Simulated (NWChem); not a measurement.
System: CH₅BrOSi; SMILES O[SiH](C)Br

Here is an NWChem input.

```
start job
memory heap 200 mb stack 900 mb global 1100 mb
geometry units angstroms noautoz
  Si    -0.087499    -1.080557     0.394525
  C      1.474876    -1.787194    -0.307467
  O     -1.357356    -1.839748    -0.351724
  Br    -0.163247     1.123473    -0.015732
  H     -0.179031    -1.201516     1.877301
  H      1.523077    -2.869609    -0.110201
  H      2.356128    -1.307276     0.143256
  H      1.507983    -1.628769    -1.395712
  H     -2.244968    -1.550520    -0.119496
end
basis spherical
  * library def2-svpd
end
dft
  xc xcamb88 1.00 lyp 0.81 vwn_5 0.19 hfexch 1.00
  cam 0.33 cam_alpha 0.19 cam_beta 0.46
  iterations 150
end
tddft
  cis
  nroots 6
  notriplet
end
task tddft energy
```

Excerpt of the output:

```
             Northwest Computational Chemistry Package (NWChem) 7.3.0
             --------------------------------------------------------

 C1  symmetry detected

                             Geometry "geometry" -> ""
                             -------------------------

 Output coordinates in angstroms (scale by  1.889725989 to convert to a.u.)

  No.       Tag          Charge          X              Y              Z
 ---- ---------------- ---------- -------------- -------------- --------------
    1 Si                  14.0000    -0.05541794    -0.92808022     0.39987925
    2 C                    6.0000     1.46648114    -1.73587713    -0.28161293
    3 O                    8.0000    -1.36381674    -1.62527445    -0.34026136
    4 Br                  35.0000    -0.00155879     1.26925653    -0.04801269
    5 H                    1.0000    -0.16033991    -1.01801551     1.88397388
    6 H                    1.0000     1.45103114    -2.81571383    -0.06580410
    7 H                    1.0000     2.37205716    -1.30005327     0.16567583
    8 H                    1.0000     1.51350745    -1.59837741    -1.37218805
    9 H                    1.0000    -2.23419987    -1.28123709    -0.11775462

 Effective nuclear repulsion energy (a.u.)     329.8246985074

                                 NWChem DFT Module
                                 -----------------

 Summary of "ao basis" -> "ao basis" (spherical)
 ------------------------------------------------------------------------------
       Tag                 Description            Shells   Functions and Types
 ---------------- ------------------------------  ------  ---------------------
 Si                        def2-svpd                10       24   5s3p2d
 C                         def2-svpd                 8       20   4s2p2d
 O                         def2-svpd                 9       23   4s3p2d
 Br                        def2-svpd                15       41   6s5p4d
 H                         def2-svpd                 4        8   2s2p

            General Information
            -------------------
          SCF calculation type: DFT
          Wavefunction type:  closed shell.
          No. of atoms     :     9
          No. of electrons :    68
           Alpha electrons :    34
            Beta electrons :    34
          Charge           :     0
          Spin multiplicity:     1
          Use of symmetry is: off; symmetry adaption is: off
          Maximum number of iterations: 150
          AO basis - number of functions:   148
                     number of shells:    62
          Convergence on energy requested:  1.00D-06
          Convergence on density requested:  1.00D-05
          Convergence on gradient requested:  5.00D-04

              XC Information
              --------------
                     Hartree-Fock (Exact) Exchange  1.000
                   CAM-Becke88 Exchange Functional  1.000
                      VWN V Correlation Functional  0.190 local
              Lee-Yang-Parr Correlation Functional  0.810

           Range-Separation Parameters
           ---------------------------
           Alpha           :  0.19
           Beta            :  0.46
           Gamma           :  0.33
           Short-Range HF  :     F

             Grid Information
             ----------------
          Grid used for XC integration:  medium
          Radial quadrature: Mura-Knowles
          Angular quadrature: Lebedev.
          Tag              B.-S. Rad. Rad. Pts. Rad. Cut. Ang. Pts.
          ---              ---------- --------- --------- ---------
          Si                  1.10       88          11.0       590
          C                   0.70       49          13.0       434
          O                   0.60       49          12.0       434
          Br                  1.15      112          12.0       590
          H                   0.35       45          14.0       434
          Grid pruning is: on
          Number of quadrature shells:   523
          Spatial weights used:  Erf1

      Superposition of Atomic Density Guess
      -------------------------------------

 Sum of atomic energies:       -2975.64289606

      Non-variational initial energy
      ------------------------------

 Total energy =   -2977.219882
 1-e energy   =   -4794.943632
 2-e energy   =    1487.899051
 HOMO         =      -0.362895
 LUMO         =       0.036307

   convergence    iter        energy       DeltaE   RMS-Dens  Diis-err
 ---------------- ----- ----------------- --------- --------- ---------
 d= 0,ls=0.0,diis     1  -2979.6247662123 -3.31D+03  1.01D-02  7.17D-01
 d= 0,ls=0.0,diis     2  -2979.6363288513 -1.16D-02  4.06D-03  6.62D-01
 d= 0,ls=0.0,diis     3  -2979.6944200753 -5.81D-02  9.19D-04  3.25D-02
 d= 0,ls=0.0,diis     4  -2979.6971416048 -2.72D-03  3.36D-04  2.94D-03
 d= 0,ls=0.0,diis     5  -2979.6974200559 -2.78D-04  6.17D-05  4.40D-05
  Resetting Diis
 d= 0,ls=0.0,diis     6  -2979.6974258521 -5.80D-06  1.46D-05  1.94D-06
 d= 0,ls=0.0,diis     7  -2979.6974261657 -3.14D-07  5.18D-06  2.54D-07

         Total DFT energy =    -2979.697426165699
      One electron energy =    -4798.211314956870
           Coulomb energy =     1616.924352215374
    Exchange-Corr. energy =     -128.235161931646
 Nuclear repulsion energy =      329.824698507443

 Numeric. integr. density =       67.999999468101

                       DFT Final Molecular Orbital Analysis
                       ------------------------------------

 Vector   32  Occ=2.000000D+00  E=-3.920248D-01
              MO Center= -5.2D-01, -4.2D-01,  2.0D-01, r^2= 3.9D+00
   Bfn.  Coefficient  Atom+Function         Bfn.  Coefficient  Atom+Function
  ----- ------------  ---------------      ----- ------------  ---------------
    84     -0.328387  4 Br py                81     -0.326072  4 Br py
    51      0.320566  3 O  pz                50     -0.246771  3 O  py
     4     -0.230829  1 Si s                 54      0.227145  3 O  pz
   109     -0.225276  5 H  s                 78      0.214571  4 Br py
    53     -0.171930  3 O  py                14     -0.142817  1 Si pz

 Vector   33  Occ=2.000000D+00  E=-3.593510D-01
              MO Center= -5.7D-02,  9.9D-01, -3.9D-02, r^2= 2.3D+00
   Bfn.  Coefficient  Atom+Function         Bfn.  Coefficient  Atom+Function
  ----- ------------  ---------------      ----- ------------  ---------------
    83      0.472759  4 Br px                80      0.447751  4 Br px
    77     -0.294432  4 Br px                85      0.277864  4 Br pz
    82      0.261015  4 Br pz                79     -0.171685  4 Br pz
    50      0.159751  3 O  py                53      0.118245  3 O  py
    74      0.095637  4 Br px                14      0.066063  1 Si pz

[...]

                                NWChem TDDFT Module
                                -------------------

            General Information
            -------------------
           No. of orbitals :     296
            Alpha orbitals :     148
             Beta orbitals :     148
        Alpha frozen cores :       0
         Beta frozen cores :       0
     Alpha frozen virtuals :       0
      Beta frozen virtuals :       0
         Spin multiplicity :       1
    Number of AO functions :     148
        Use of symmetry is : off
      Symmetry adaption is : off
         Schwarz screening :  0.10D-07

              XC Information
              --------------
              Hartree-Fock (Exact) Exchange   1.00
            CAM-Becke88 Exchange Functional   1.00
               VWN V Correlation Functional   0.19 local
       Lee-Yang-Parr Correlation Functional   0.81
           Alpha           :  0.19
           Beta            :  0.46
           Gamma           :  0.33

             TDDFT Information
             -----------------
          Calculation type : Tamm-Dancoff TDDFT
         Wavefunction type : Restricted singlets
          No. of electrons :      68
           Alpha electrons :      34
            Beta electrons :      34
              No. of roots :       6
          Max subspacesize :    5200
            Max iterations :     100
               Target root :       1
           Target symmetry : none
      Symmetry restriction : off
                 Algorithm : Optimal
        Davidson threshold :  0.10D-03

    6 smallest eigenvalue differences (eV)
--------------------------------------------------------
  No. Spin  Occ  Vir  Irrep   E(Occ)    E(Vir)   E(Diff)
--------------------------------------------------------
    1    1   34   35 a        -0.352     0.028    10.351
    2    1   33   35 a        -0.359     0.028    10.554
    3    1   34   36 a        -0.352     0.044    10.777
    4    1   34   37 a        -0.352     0.051    10.971
    5    1   33   36 a        -0.359     0.044    10.980
    6    1   33   37 a        -0.359     0.051    11.174
--------------------------------------------------------

  Entering Davidson iterations
  Restricted singlet excited states

  Iter   NTrls   NConv    DeltaV     DeltaE      Time
  ----  ------  ------  ---------  ---------  ---------
    1      6       0     0.53E-01   0.10+100       73.0
    2     12       0     0.34E-01   0.10E-01       82.1
    3     18       0     0.26E-01   0.32E-02      112.6
    4     24       0     0.19E-01   0.12E-02      106.0
    5     30       0     0.19E-01   0.74E-03       80.1
    6     36       0     0.33E-01   0.51E-02       76.7
    7     42       0     0.14E-01   0.20E-02       76.2
    8     48       1     0.63E-02   0.35E-03       74.9
    9     53       3     0.31E-02   0.67E-04       76.5
   10     56       4     0.11E-02   0.14E-04       68.3
   11     58       5     0.38E-03   0.17E-05       67.4
   12     59       5     0.14E-03   0.19E-06       67.0
   13     60       6     0.45E-04   0.18E-07       77.7
  ----  ------  ------  ---------  ---------  ---------
  Convergence criterion met

  Ground state a       -2979.697426165699 a.u.

  ----------------------------------------------------------------------------
  Root   1 singlet a              0.267392818 a.u.                7.2761 eV
  ----------------------------------------------------------------------------
     Transition Moments    X -0.21586   Y  0.00506   Z  0.41753
     Dipole Oscillator Strength                    0.0393867590
     Electric Quadrupole                           0.0000000714
     Magnetic Dipole                               0.0000009490
     Total Oscillator Strength                     0.0393877795

     Occ.   31  a   ---  Virt.   36  a       -0.06167
     Occ.   32  a   ---  Virt.   36  a        0.05305
     Occ.   34  a   ---  Virt.   35  a       -0.49451
     Occ.   34  a   ---  Virt.   36  a       -0.80012
     Occ.   34  a   ---  Virt.   37  a        0.12188
     Occ.   34  a   ---  Virt.   39  a       -0.11884
     Occ.   34  a   ---  Virt.   40  a        0.15700
     Occ.   34  a   ---  Virt.   42  a        0.12168
     Occ.   34  a   ---  Virt.   43  a       -0.07824
     Occ.   34  a   ---  Virt.   48  a        0.10346
  ----------------------------------------------------------------------------
  Root   2 singlet a              0.273982440 a.u.                7.4554 eV
  ----------------------------------------------------------------------------
     Transition Moments    X -0.39335   Y -0.02818   Z -0.17487
     Dipole Oscillator Strength                    0.0339911870
     Electric Quadrupole                           0.0000001019
     Magnetic Dipole                               0.0000006569
     Total Oscillator Strength                     0.0339919459

     Occ.   32  a   ---  Virt.   35  a       -0.14364
     Occ.   32  a   ---  Virt.   36  a        0.08991
     Occ.   32  a   ---  Virt.   37  a        0.05171
     Occ.   33  a   ---  Virt.   35  a        0.42960
     Occ.   33  a   ---  Virt.   36  a        0.75662
     Occ.   33  a   ---  Virt.   39  a        0.06337
     Occ.   33  a   ---  Virt.   40  a       -0.14092
     Occ.   33  a   ---  Virt.   43  a        0.08297
     Occ.   33  a   ---  Virt.   48  a       -0.11634
     Occ.   34  a   ---  Virt.   35  a       -0.28785
     Occ.   34  a   ---  Virt.   36  a        0.19451
     Occ.   34  a   ---  Virt.   37  a        0.09732
     Occ.   34  a   ---  Virt.   39  a       -0.07336
     Occ.   34  a   ---  Virt.   43  a        0.06113
  ----------------------------------------------------------------------------
  Root   3 singlet a              0.276642772 a.u.                7.5278 eV
  ----------------------------------------------------------------------------
     Transition Moments    X  0.19401   Y  0.08525   Z  0.08195
     Dipole Oscillator Strength                    0.0095211609
     Electric Quadrupole                           0.0000001497
     Magnetic Dipole                               0.0000011923
     Total Oscillator Strength                     0.0095225030

     Occ.   31  a   ---  Virt.   35  a        0.06006
     Occ.   32  a   ---  Virt.   35  a       -0.13469
     Occ.   33  a   ---  Virt.   35  a       -0.16326
     Occ.   33  a   ---  Virt.   36  a       -0.35566
     Occ.   33  a   ---  Virt.   40  a        0.05943
     Occ.   34  a   ---  Virt.   35  a       -0.70260
     Occ.   34  a   ---  Virt.   36  a        0.45174
     Occ.   34  a   ---  Virt.   37  a        0.18284
     Occ.   34  a   ---  Virt.   38  a       -0.05515
     Occ.   34  a   ---  Virt.   39  a       -0.12780
     Occ.   34  a   ---  Virt.   40  a       -0.09655
     Occ.   34  a   ---  Virt.   41  a        0.06762
     Occ.   34  a   ---  Virt.   42  a        0.07552
     Occ.   34  a   ---  Virt.   43  a        0.13999
     Occ.   34  a   ---  Virt.   49  a        0.06182
  ----------------------------------------------------------------------------
  Root   4 singlet a              0.285281795 a.u.                7.7629 eV
  ----------------------------------------------------------------------------
     Transition Moments    X  0.29855   Y  0.29097   Z -0.02738
     Dipole Oscillator Strength                    0.0331958761
     Electric Quadrupole                           0.0000000513
     Magnetic Dipole                               0.0000009551
     Total Oscillator Strength                     0.0331968824

     Occ.   29  a   ---  Virt.   35  a       -0.07128
     Occ.   30  a   ---  Virt.   35  a        0.10042
     Occ.   32  a   ---  Virt.   35  a        0.24215
     Occ.   32  a   ---  Virt.   36  a       -0.16196
     Occ.   32  a   ---  Virt.   37  a       -0.05284
     Occ.   33  a   ---  Virt.   35  a       -0.75976
     Occ.   33  a   ---  Virt.   36  a        0.43305
     Occ.   33  a   ---  Virt.   37  a        0.12595
     Occ.   33  a   ---  Virt.   38  a       -0.09021
     Occ.   33  a   ---  Virt.   39  a       -0.06398
     Occ.   33  a   ---  Virt.   40  a       -0.07478
     Occ.   33  a   ---  Virt.   41  a        0.13181
     Occ.   33  a   ---  Virt.   42  a        0.05614
     Occ.   33  a   ---  Virt.   43  a        0.14963
     Occ.   33  a   ---  Virt.   49  a        0.05703
     Occ.   34  a   ---  Virt.   36  a        0.05126
     Occ.   34  a   ---  Virt.   37  a        0.11495
     Occ.   34  a   ---  Virt.   45  a       -0.05875
  ----------------------------------------------------------------------------
  Root   5 singlet a              0.295535561 a.u.                8.0419 eV
  ----------------------------------------------------------------------------
     Transition Moments    X  0.44461   Y -0.37463   Z -0.16245
     Dipole Oscillator Strength                    0.0717991861
     Electric Quadrupole                           0.0000004337
     Magnetic Dipole                               0.0000022397
     Total Oscillator Strength                     0.0718018594

[...]
```

Level: CAM-B3LYP/def2-SVPD, TDA. Geometry: optimised at PBE0/def2-SVP.
